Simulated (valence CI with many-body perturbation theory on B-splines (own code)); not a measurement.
Results of a calculation; reference values are marked as such.
# Run record, Se XIII

Level of theory: valence CI with perturbative core correlation (CI+MBPT): four valence electrons over a frozen Dirac-Fock core [Ar], a basis of 6 s, 6 p, 5 d, 5 f, 1 g functions for each j, with the one-electron correlation potential Σ1 (screened to all orders), the two-electron term Σ2, the three-electron term Σ3, Breit, model QED; selected single and double excitations, second order for the rest, scaled by the run's own slope (own B-spline code, finite nucleus).

Command, and the settings that its task file holds:

```sh
python run_cv.py task.json out
```

```
atom Se  Z=34  mass_number=80  rms_radius_fm=4.1400
core [Ar]
valence 3d4
avg = 1
basis = S
breit = 1
cap = 10000
capref = 1200
cscale = 0.9
de = 0.0
dress = 0
eps = 2e-08
extrap = 1
h = 0.27
hh = 1
l2 = 3
lcore = 6
maxit = 60
n2 = 5
natural = 1
nlev = 21
nno = [3, 3, 3, 3, 1]
nroot = 26
nsp = [3, 3, 2, 2, 0]
pt2 = 1
qed = 1
rpa = 1
s1 = 1
s2 = 1
s3 = 1
screen = 1
tol = 2e-05
whole = 1
```

It took 19 s on 1 thread of Arm Neoverse V2, with other jobs on the host.

Log. The first blocks belong to the next ion, which gives the ionisation energy. Fields: 2J, parity (1 odd), roots, reference size, generating configurations, candidates as configurations/state functions, variational space P, stored matrix elements, Davidson steps; e2 is the range of second-order energies in hartree. The first line gives the box (bohr), its intervals, the orbitals and the steps of their self-consistent field. Window is the range of levels sought, series limit the energy at which the first omitted orbital would enter, core excitation an estimate of the first excitation out of the core, left out the lowest levels not solved, and shifts from estimates the range by which levels moved from their first estimate, all in cm⁻¹.

```
rmax 8.8 intervals 62 orbitals 40 references ['3d4', '3d3 4s', '3d3 4p'] scf 5 t 0.9
2J=3 par=0 roots 2 ref 27 generators 5 cand 347/961 P 363/988 nnz 0 it 0
2J=3 par=0 roots 2 ref 27 generators 10 cand 548/1319 P 911/2307 nnz 0 it 7
   second order: generators 18 cand 1957/4507 e2 -0.00001 -0.00001
2J=5 par=0 roots 2 ref 29 generators 4 cand 278/959 P 293/988 nnz 0 it 0
2J=5 par=0 roots 2 ref 29 generators 11 cand 557/1570 P 850/2558 nnz 1.4e+06 it 5
   second order: generators 17 cand 2042/5400 e2 -0.00001 -0.00001
2J=7 par=0 roots 2 ref 22 generators 3 cand 310/975 P 322/997 nnz 0 it 0
2J=7 par=0 roots 2 ref 22 generators 8 cand 496/1285 P 818/2282 nnz 0 it 6
   second order: generators 14 cand 1878/5038 e2 -0.00001 -0.00001
reference levels 556, estimated 25, window 86673 1/cm; series limit 2211882, core excitation 735080
2J=0 par=0 roots 3 ref 17 generators 4 cand 130/215 P 1023/1848 nnz 0 it 4
2J=0 par=0 roots 3 ref 17 generators 4 cand 97/160 P 1120/2008 nnz 0 it 4
   second order: generators 11 cand 4895/10964 e2 -0.00004 -0.00002
2J=2 par=0 roots 3 ref 36 generators 3 cand 240/1012 P 755/3548 nnz 2.9e+06 it 5
2J=2 par=0 roots 3 ref 36 generators 3 cand 352/1479 P 1107/5027 nnz 5.6e+06 it 6
   second order: generators 7 cand 2251/12720 e2 -0.00002 -0.00001
2J=4 par=0 roots 5 ref 51 generators 4 cand 147/969 P 491/3493 nnz 2.9e+06 it 5
2J=4 par=0 roots 5 ref 51 generators 4 cand 638/3668 P 1129/7161 nnz 1.1e+07 it 9
   second order: generators 10 cand 2331/19182 e2 -0.00004 -0.00001
2J=6 par=0 roots 5 ref 49 generators 3 cand 137/1011 P 444/3557 nnz 3.2e+06 it 5
2J=6 par=0 roots 5 ref 49 generators 3 cand 649/3997 P 1093/7554 nnz 1.3e+07 it 8
   second order: generators 7 cand 2333/22876 e2 -0.00003 -0.00001
2J=8 par=0 roots 5 ref 42 generators 4 cand 158/1015 P 468/3553 nnz 3.2e+06 it 5
2J=8 par=0 roots 5 ref 42 generators 4 cand 631/3513 P 1099/7066 nnz 1.1e+07 it 6
   second order: generators 10 cand 5113/57099 e2 -0.00004 -0.00002
2J=10 par=0 roots 2 ref 25 generators 2 cand 202/930 P 590/3447 nnz 3e+06 it 4
2J=10 par=0 roots 2 ref 25 generators 2 cand 348/1787 P 938/5234 nnz 6.7e+06 it 5
   second order: generators 7 cand 3375/32860 e2 -0.00003 -0.00003
2J=12 par=0 roots 2 ref 14 generators 2 cand 217/917 P 762/3396 nnz 2.9e+06 it 5
2J=12 par=0 roots 2 ref 14 generators 2 cand 124/424 P 886/3820 nnz 3.7e+06 it 6
   second order: generators 5 cand 3087/25339 e2 -0.00003 -0.00003
left out: unestimated 129833, estimated none, shifts from estimates -107 to 2
operators 1.1
```

The Davidson iterations converged. The settings are bad on purpose, so the numbers may not be properties of the ion.

No measured levels were compared; by estimate terms of the open shell hold to 2 to 4 % of their energy, and close levels can change places. Only levels of the ground parity were solved; by the run's estimate the other parity begins above the list, which can be wrong where configurations are misplaced.

```yaml
Valence_energy: -66.17379 hartree
Ionisation_energy: 382.44 eV
Reference_configurations_for_the_orbitals: 3d4, 3d3 4s, 3d3 4p
Radial_orbitals: 40
Box_radius: 8.816 bohr
Largest_variational_space: 7554
Lowest_levels: 3d4 5D_0 0.0, 3d4 5D_1 2030, 3d4 5D_2 5060, 3d4 5D_3 8538, 3d4 5D_4 12198, 3d4 3P_0 45168, 3d4 3H_4 49515, 3d4 3H_5 54197, 3d4 3P_1 54406, 3d4 3F_3 57010, 3d4 3H_6 57164, 3d4 3F_2 58354, 3d4 3F_4 60468, 3d4 3P_2 65352 cm⁻¹
```

Names give the largest LS component (configuration and term), which can be under half, so a name can repeat, a term be missing and a line seem to break the LS rules; names also repeat where a configuration has a term twice.
